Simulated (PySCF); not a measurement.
O2S, charge +1, doublet, at a GFN2-xTB geometry (a state made from the parent by changing its charge; the spin is typed, not shown lowest); CISD/aug-cc-pVDZ (PySCF).

PySCF was given this input:
```python
from pyscf import gto, scf, ci

mol = gto.M(
    atom='''
S     0.01164702   -0.00345740    0.31572720
O    -0.03156227    1.26296905   -0.30120014
O     0.00826823   -1.25605426   -0.33025426
''',
    basis='aug-cc-pvdz',
    charge=1,
    spin=1,
    verbose=4,
    max_memory=1800,
)

mf = scf.UHF(mol)
mf.kernel()

myci = ci.CISD(mf, frozen=7)
myci.kernel()
print('E(CISD) = %.10f' % myci.e_tot)
```

Q: What does PySCF print? Leave out banner, timings and long lists.

A: 
```
PySCF version 2.14.0

[INPUT] verbose = 4
[INPUT] num. atoms = 3
[INPUT] num. electrons = 31
[INPUT] charge = 1
[INPUT] spin (= nelec alpha-beta = 2S) = 1
[INPUT] symmetry False subgroup None
[INPUT] Mole.unit = angstrom
[INPUT] Symbol           X                Y                Z      unit          X                Y                Z       unit  Magmom
[INPUT]  1 S      0.011647020000  -0.003457400000   0.315727200000 AA    0.022009677967  -0.006533539103   0.596637938076 Bohr   0.0
[INPUT]  2 O     -0.031562270000   1.262969050000  -0.301200140000 AA   -0.059644046170   2.386665608302  -0.569185773281 Bohr   0.0
[INPUT]  3 O      0.008268230000  -1.256054260000  -0.330254260000 AA    0.015624690235  -2.373598548993  -0.624090102871 Bohr   0.0

nuclear repulsion = 109.563088799609
number of shells = 24
number of NR pGTOs = 120
number of NR cGTOs = 73
basis = aug-cc-pvdz
ecp = {}

******** <class 'pyscf.scf.uhf.UHF'> ********
method = UHF
initial guess = minao
damping factor = 0
level_shift factor = 0
DIIS = <class 'pyscf.scf.diis.CDIIS'>
diis_start_cycle = 1
diis_space = 8
diis_damp = 0
SCF conv_tol = 1e-09
SCF conv_tol_grad = None
SCF max_cycles = 50
direct_scf = True
direct_scf_tol = 1e-13
number electrons alpha = 16  beta = 15
Set gradient conv threshold to 3.16228e-05
init E= -548.076043875381

cycle= 1 E= -546.600047522287  delta_E= 1.48  |g|= 0.559  |ddm|= 1.42
cycle= 2 E= -546.711840924668  delta_E= -0.112  |g|= 0.369  |ddm|= 0.73
cycle= 3 E= -546.764969382741  delta_E= -0.0531  |g|= 0.0829  |ddm|= 0.284
cycle= 4 E= -546.76843686922  delta_E= -0.00347  |g|= 0.0259  |ddm|= 0.0749
cycle= 5 E= -546.7694578911  delta_E= -0.00102  |g|= 0.0113  |ddm|= 0.0566
cycle= 6 E= -546.76978900214  delta_E= -0.000331  |g|= 0.00592  |ddm|= 0.0307
cycle= 7 E= -546.76992761289  delta_E= -0.000139  |g|= 0.00259  |ddm|= 0.0232
cycle= 8 E= -546.769962118773  delta_E= -3.45e-05  |g|= 0.00103  |ddm|= 0.0132
cycle= 9 E= -546.769966312095  delta_E= -4.19e-06  |g|= 0.000518  |ddm|= 0.00407
cycle= 10 E= -546.769967349063  delta_E= -1.04e-06  |g|= 0.000258  |ddm|= 0.00169
cycle= 11 E= -546.769967653257  delta_E= -3.04e-07  |g|= 7.93e-05  |ddm|= 0.00112
cycle= 12 E= -546.769967676161  delta_E= -2.29e-08  |g|= 2.72e-05  |ddm|= 0.000321
cycle= 13 E= -546.769967677661  delta_E= -1.5e-09  |g|= 1.01e-05  |ddm|= 6.93e-05
cycle= 14 E= -546.769967677814  delta_E= -1.53e-10  |g|= 6.25e-06  |ddm|= 2.01e-05
Extra cycle  E= -546.769967677842  delta_E= -2.8e-11  |g|= 5.39e-06  |ddm|= 7.73e-06
converged SCF energy = -546.769967677842  <S^2> = 0.7979796  2S+1 = 2.0474175

******** <class 'pyscf.ci.ucisd.UCISD'> ********
CISD nocc = (np.int64(9), np.int64(8)), nmo = (66, 66)
frozen orbitals 7
max_cycle = 50
direct = 0
conv_tol = 1e-09
max_cycle = 50
max_space = 12
lindep = 0
nroots = 1
Init t2, MP2 energy = -0.538825898132933
UCISD converged
E(UCISD) = -547.242490501535  E_corr = -0.472522823693198
E(CISD) = -547.2424905015
```
